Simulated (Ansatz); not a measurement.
Geometry optimisation, RKS LDA/def2-SVP (Ansatz 0.2.0).

The input (input.yaml):

```yaml
crystal:
  periodic: [false, false, false]
  atoms:
    - { symbol: "N", position_ang: [-0.8559, -1.3068, 1.0184] }
    - { symbol: B, position_ang: [0.033, -0.0722, 1.0801] }
    - { symbol: O, position_ang: [0.5401, 0.3566, 2.3568] }
    - { symbol: Ge, position_ang: [0.6176, 0.948, -0.601] }
    - { symbol: "N", position_ang: [-0.2899, 0.1592, -2.0933] }
    - { symbol: F, position_ang: [0.0375, 2.6278, -0.4487] }
    - { symbol: H, position_ang: [-0.4472, -1.9506, 0.356] }
    - { symbol: H, position_ang: [-1.7514, -0.9108, 0.5583] }
    - { symbol: H, position_ang: [1.4212, -0.1362, 2.5117] }
    - { symbol: H, position_ang: [2.0829, 0.8781, -0.7614] }
    - { symbol: H, position_ang: [-1.3285, 0.1802, -1.8624] }
    - { symbol: H, position_ang: [0.0176, -0.8286, -2.0805] }
basis:
  gaussian: { orbitals: def2-SVP }
hamiltonian:
  xc: lda
relax:
  f_tol: 0.015
  max_steps: 40
output:
  orbitals: {}
```

Run as:

```bash
$ ansatz run input.yaml --threads 2 --pin off --max-ram 3072MiB --backend cpu --events-out ev --progress --plain --runs-dir out
```

Problem. Where does it end, and by what steps?

Solution. The forces met the threshold. After 19 steps the energy has fallen by 2.530 eV; H8 moved furthest, 1.57 Å.

```json
{"step": "0", "energy less start (eV)": "0.0000", "largest force component (eV/Å)": "3.060", "accepted": "yes"}
{"step": "1", "energy less start (eV)": "-0.5228", "largest force component (eV/Å)": "1.543", "accepted": "yes"}
{"step": "2", "energy less start (eV)": "-0.8146", "largest force component (eV/Å)": "1.475", "accepted": "yes"}
{"step": "3", "energy less start (eV)": "-1.1303", "largest force component (eV/Å)": "1.329", "accepted": "yes"}
{"step": "4", "energy less start (eV)": "-1.4108", "largest force component (eV/Å)": "0.839", "accepted": "yes"}
{"step": "5", "energy less start (eV)": "-1.5335", "largest force component (eV/Å)": "1.278", "accepted": "yes"}
{"step": "6", "energy less start (eV)": "-1.6819", "largest force component (eV/Å)": "0.997", "accepted": "yes"}
{"step": "7", "energy less start (eV)": "-1.8670", "largest force component (eV/Å)": "0.931", "accepted": "yes"}
{"step": "8", "energy less start (eV)": "-2.0090", "largest force component (eV/Å)": "1.304", "accepted": "yes"}
{"step": "9", "energy less start (eV)": "-2.1134", "largest force component (eV/Å)": "2.247", "accepted": "yes"}
{"step": "10", "energy less start (eV)": "-2.2588", "largest force component (eV/Å)": "1.281", "accepted": "yes"}
{"step": "11", "energy less start (eV)": "-2.3391", "largest force component (eV/Å)": "1.052", "accepted": "yes"}
{"step": "12", "energy less start (eV)": "-2.4040", "largest force component (eV/Å)": "1.567", "accepted": "yes"}
{"step": "13", "energy less start (eV)": "-2.4954", "largest force component (eV/Å)": "0.598", "accepted": "yes"}
{"step": "14", "energy less start (eV)": "-2.4459", "largest force component (eV/Å)": "1.091", "accepted": "no"}
{"step": "15", "energy less start (eV)": "-2.5204", "largest force component (eV/Å)": "0.061", "accepted": "yes"}
{"step": "16", "energy less start (eV)": "-2.5270", "largest force component (eV/Å)": "0.099", "accepted": "yes"}
{"step": "17", "energy less start (eV)": "-2.5289", "largest force component (eV/Å)": "0.078", "accepted": "yes"}
{"step": "18", "energy less start (eV)": "-2.5299", "largest force component (eV/Å)": "0.029", "accepted": "yes"}
{"step": "19", "energy less start (eV)": "-2.5301", "largest force component (eV/Å)": "0.008", "accepted": "yes"}
```

```xyz
12
Properties=species:S:1:pos:R:3
N -0.566 -1.179 0.893
B 0.163 -0.016 1.154
O 0.480 0.513 2.362
Ge 0.738 0.793 -0.638
N -0.357 -0.133 -1.796
F 0.398 2.506 -0.808
H -0.697 -1.425 -0.105
H -0.980 -1.813 1.582
H 0.142 -0.001 3.120
H 2.169 0.639 -1.212
H -1.337 0.175 -1.735
H -0.075 -0.114 -2.784
```

Whether the end is a true minimum wasn't checked by a vibrational analysis.

Run time: 48 s on 2 threads of Arm Neoverse V1 (shared host), peak memory 0.18 GiB.
